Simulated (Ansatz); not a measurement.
Born–Oppenheimer molecular dynamics of ClFH₄OSi (8 atoms, charge 0, multiplicity 1). It starts at the highest image of a converged band, a first-order saddle point between two minima.

These are results of RKS PBE0-D4/6-31G* (Ansatz), not measurements.

| Property | Result |
| --- | --- |
| ensemble | NVE (velocity Verlet) |
| time step | 0.5 fs |
| steps asked | 200 |
| starting velocities drawn for | 300 K |
| seed | 3865 |

Frames 1 fs apart, positions in Å, forces in eV/Å.

Velocities at 75 fs (Å/ps):

```
Si -5.81 4.30 -2.99
Cl 3.64 -6.84 9.19
H -0.05 5.05 -3.78
F 1.33 2.64 -6.22
H 0.44 0.49 10.33
O -2.53 4.69 -9.05
H 28.74 -1.35 26.09
H 19.79 -7.81 -11.78
```

```xyz
8
Properties=species:S:1:pos:R:3:forces:R:3 time_fs=75 energy_less_start_eV=-0.376 T=787
Si -0.387 0.356 -0.354 2.05 0.22 0.95
Cl 0.175 -1.581 2.519 -1.46 1.07 0.44
H 0.829 1.238 0.068 -1.00 -0.56 -0.21
F -0.894 1.015 -1.718 -0.35 -0.15 -0.31
H 0.140 -1.052 -0.479 -0.54 0.46 -0.26
O -1.612 0.403 0.767 0.17 -0.17 -0.30
H -2.317 0.990 0.484 -0.35 0.23 0.10
H -0.905 -0.781 2.722 1.49 -1.09 -0.42
8
Properties=species:S:1:pos:R:3:forces:R:3 time_fs=76 energy_less_start_eV=-0.379 T=791
Si -0.393 0.361 -0.356 2.18 0.18 0.83
Cl 0.179 -1.587 2.528 -1.02 0.75 0.33
H 0.824 1.240 0.064 -1.00 -0.54 -0.20
F -0.893 1.018 -1.724 -0.35 -0.17 -0.30
H 0.138 -1.049 -0.470 -0.56 0.48 -0.27
O -1.614 0.407 0.758 1.46 -1.37 0.29
H -2.291 0.991 0.510 -1.76 1.43 -0.38
H -0.878 -0.794 2.709 1.04 -0.77 -0.31
8
Properties=species:S:1:pos:R:3:forces:R:3 time_fs=77 energy_less_start_eV=-0.409 T=830
Si -0.398 0.365 -0.359 2.13 0.18 0.64
Cl 0.182 -1.594 2.538 -0.22 0.16 0.18
H 0.810 1.237 0.057 -0.86 -0.44 -0.15
F -0.891 1.020 -1.731 -0.34 -0.19 -0.28
H 0.130 -1.042 -0.463 -0.53 0.41 -0.28
O -1.616 0.411 0.749 1.74 -1.80 0.50
H -2.282 1.006 0.533 -2.15 1.85 -0.46
H -0.842 -0.814 2.692 0.23 -0.17 -0.16
8
Properties=species:S:1:pos:R:3:forces:R:3 time_fs=78 energy_less_start_eV=-0.468 T=903
Si -0.402 0.370 -0.361 1.89 0.20 0.39
Cl 0.185 -1.600 2.547 0.83 -0.65 0.03
H 0.787 1.230 0.049 -0.59 -0.25 -0.06
F -0.891 1.023 -1.738 -0.32 -0.20 -0.26
H 0.118 -1.031 -0.459 -0.47 0.25 -0.29
O -1.616 0.414 0.741 0.59 -0.98 0.34
H -2.293 1.037 0.551 -1.10 1.00 -0.14
H -0.804 -0.835 2.674 -0.83 0.64 -0.01
8
Properties=species:S:1:pos:R:3:forces:R:3 time_fs=79 energy_less_start_eV=-0.458 T=891
Si -0.405 0.374 -0.363 1.49 0.22 0.07
Cl 0.188 -1.607 2.557 1.76 -1.39 -0.05
H 0.759 1.221 0.040 -0.20 0.02 0.07
F -0.890 1.025 -1.744 -0.29 -0.22 -0.24
H 0.101 -1.017 -0.458 -0.37 0.02 -0.30
O -1.617 0.416 0.732 -1.02 0.30 0.19
H -2.314 1.078 0.569 0.39 -0.33 0.18
H -0.773 -0.851 2.656 -1.77 1.38 0.07
8
Properties=species:S:1:pos:R:3:forces:R:3 time_fs=80 energy_less_start_eV=-0.403 T=823
Si -0.408 0.379 -0.366 0.99 0.22 -0.26
Cl 0.192 -1.614 2.566 1.99 -1.59 -0.03
H 0.730 1.212 0.032 0.27 0.33 0.22
F -0.889 1.027 -1.751 -0.26 -0.23 -0.20
H 0.080 -1.004 -0.460 -0.25 -0.25 -0.30
O -1.617 0.418 0.724 -2.17 1.22 0.24
H -2.331 1.116 0.587 1.43 -1.30 0.29
H -0.759 -0.853 2.638 -2.01 1.60 0.05
8
Properties=species:S:1:pos:R:3:forces:R:3 time_fs=81 energy_less_start_eV=-0.397 T=815
Si -0.410 0.383 -0.368 0.48 0.18 -0.58
Cl 0.197 -1.621 2.575 1.36 -1.10 0.05
H 0.702 1.206 0.026 0.73 0.64 0.37
F -0.889 1.029 -1.758 -0.23 -0.25 -0.15
H 0.057 -0.992 -0.465 -0.13 -0.49 -0.30
O -1.619 0.421 0.716 -2.64 1.58 0.40
H -2.335 1.142 0.609 1.81 -1.68 0.26
H -0.764 -0.840 2.621 -1.38 1.11 -0.05
8
Properties=species:S:1:pos:R:3:forces:R:3 time_fs=82 energy_less_start_eV=-0.444 T=874
Si -0.412 0.388 -0.370 0.10 0.14 -0.83
Cl 0.201 -1.629 2.585 0.31 -0.25 0.10
H 0.682 1.206 0.024 1.05 0.84 0.47
F -0.889 1.031 -1.765 -0.20 -0.25 -0.09
H 0.033 -0.986 -0.472 -0.03 -0.64 -0.29
O -1.623 0.425 0.708 -2.45 1.36 0.60
H -2.322 1.152 0.632 1.56 -1.46 0.14
H -0.782 -0.818 2.603 -0.33 0.26 -0.11
8
Properties=species:S:1:pos:R:3:forces:R:3 time_fs=83 energy_less_start_eV=-0.486 T=927
Si -0.415 0.393 -0.373 -0.04 0.12 -0.96
Cl 0.206 -1.637 2.594 -0.64 0.55 0.10
H 0.671 1.214 0.026 1.12 0.86 0.49
F -0.888 1.033 -1.772 -0.16 -0.25 -0.03
H 0.009 -0.985 -0.482 0.03 -0.66 -0.26
O -1.628 0.430 0.700 -1.60 0.49 0.75
H -2.295 1.148 0.657 0.68 -0.58 0.03
H -0.803 -0.792 2.585 0.61 -0.53 -0.13
8
Properties=species:S:1:pos:R:3:forces:R:3 time_fs=84 energy_less_start_eV=-0.471 T=908
Si -0.417 0.398 -0.376 0.08 0.15 -0.97
Cl 0.211 -1.645 2.604 -1.26 1.08 0.05
H 0.671 1.230 0.033 0.92 0.67 0.41
F -0.888 1.035 -1.779 -0.13 -0.24 0.04
H -0.016 -0.991 -0.495 0.05 -0.53 -0.22
O -1.634 0.435 0.693 -0.23 -0.96 0.78
H -2.261 1.139 0.683 -0.67 0.89 0.00
H -0.818 -0.772 2.565 1.23 -1.06 -0.09
8
Properties=species:S:1:pos:R:3:forces:R:3 time_fs=85 energy_less_start_eV=-0.423 T=849
Si -0.419 0.403 -0.380 0.37 0.22 -0.90
Cl 0.215 -1.652 2.613 -1.55 1.35 -0.02
H 0.680 1.252 0.043 0.54 0.33 0.25
F -0.888 1.036 -1.786 -0.09 -0.23 0.10
H -0.039 -1.001 -0.510 0.05 -0.29 -0.16
O -1.640 0.440 0.686 0.89 -2.24 0.68
H -2.234 1.139 0.709 -1.73 2.18 0.08
H -0.822 -0.761 2.544 1.51 -1.32 -0.04
8
Properties=species:S:1:pos:R:3:forces:R:3 time_fs=86 energy_less_start_eV=-0.452 T=885
Si -0.421 0.408 -0.383 0.71 0.29 -0.80
Cl 0.219 -1.659 2.623 -1.54 1.36 -0.07
H 0.694 1.278 0.056 0.12 -0.04 0.06
F -0.888 1.038 -1.793 -0.04 -0.21 0.15
H -0.063 -1.015 -0.526 0.04 0.00 -0.09
O -1.646 0.443 0.680 0.74 -2.13 0.60
H -2.222 1.159 0.735 -1.52 2.06 0.15
H -0.811 -0.763 2.523 1.49 -1.32 0.00
```

Of the whole run (100 fs, mean temperature of the second half 835 K): The conserved energy stayed within 0.47 meV per atom of its start (net change -0.0014 meV per atom), so the integration is sound. The kinetic energy rose, since the run started high on the potential surface and went downhill. It ends in pieces (ClH + FH3OSi), so much of that is their flight and rotation, not heat. A run of 0.1 ps of so small a system gives no equilibrium averages. The orbitals stay closed-shell, which can raise the energy where a bond breaks towards radicals; this wasn't checked here.

Run time: 11 min on 1 thread of Arm Neoverse V1 (shared host), peak memory 0.17 GiB.
